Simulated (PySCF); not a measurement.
## Br (bromine, neutral) across methods

[Ar] 3d10 4s2 4p4 4d1, one real determinant (an excited configuration). Calculation: PySCF 2.14, in aug-cc-pV5Z-PP with ECP10MDF; a scalar-relativistic core potential.

```json
{"method": "PBE0", "E (hartree)": "-416.4244", "mean ε 4p α (eV)": "-13.355", "mean ε 4p β (eV)": "-11.558", "mean ε 4d α (eV)": "-0.288", "Σ⟨r²⟩ (bohr²)": "53.46", "⟨S²⟩": "3.754"}
{"method": "B97-3", "E (hartree)": "-416.4915", "mean ε 4p α (eV)": "-13.402", "mean ε 4p β (eV)": "-11.656", "mean ε 4d α (eV)": "-0.255", "Σ⟨r²⟩ (bohr²)": "54.04", "⟨S²⟩": "3.754"}
{"method": "BHandHLYP", "E (hartree)": "-416.3060", "mean ε 4p α (eV)": "-14.644", "mean ε 4p β (eV)": "-12.852", "mean ε 4d α (eV)": "-0.529", "Σ⟨r²⟩ (bohr²)": "53.60", "⟨S²⟩": "3.754"}
{"method": "PBE", "E (hartree)": "-416.4565", "mean ε 4p α (eV)": "-11.809", "mean ε 4p β (eV)": "-10.195", "mean ε 4d α (eV)": "0.158", "Σ⟨r²⟩ (bohr²)": "53.82", "⟨S²⟩": "3.753"}
{"method": "r2SCAN", "E (hartree)": "-416.3242", "mean ε 4p α (eV)": "-12.350", "mean ε 4p β (eV)": "-10.591", "mean ε 4d α (eV)": "0.203", "Σ⟨r²⟩ (bohr²)": "53.28", "⟨S²⟩": "3.755"}
{"method": "UHF", "E (hartree)": "-415.14540", "mean ε 4p α (eV)": "-17.235", "mean ε 4p β (eV)": "-14.745", "mean ε 4d α (eV)": "-1.346", "Σ⟨r²⟩ (bohr²)": "53.63", "⟨S²⟩": "3.761"}
{"method": "LDA", "E (hartree)": "-415.8587", "mean ε 4p α (eV)": "-11.874", "mean ε 4p β (eV)": "-10.283", "mean ε 4d α (eV)": "0.252", "Σ⟨r²⟩ (bohr²)": "53.60", "⟨S²⟩": "3.752"}
```

(1) Estimate the same row for M06-2X.

⟨L²⟩ = 8.03 against 12 for a pure F term, so this real determinant mixes terms. Energies and moments cover only the electrons outside the core potential. The outer electron is Rydberg-like, and this basis confines it to a smaller radius and binds it less than a complete one would.

The highest occupied level is positive at PBE, r2SCAN, LDA: only the finite basis holds that electron, which in a density functional comes from self-interaction.

Results:

(1) E (hartree) = -416.6316; mean ε 4p α (eV) = -14.527; mean ε 4p β (eV) = -12.798; mean ε 4d α (eV) = -0.669; Σ⟨r²⟩ (bohr²) = 53.32; ⟨S²⟩ = 3.755.
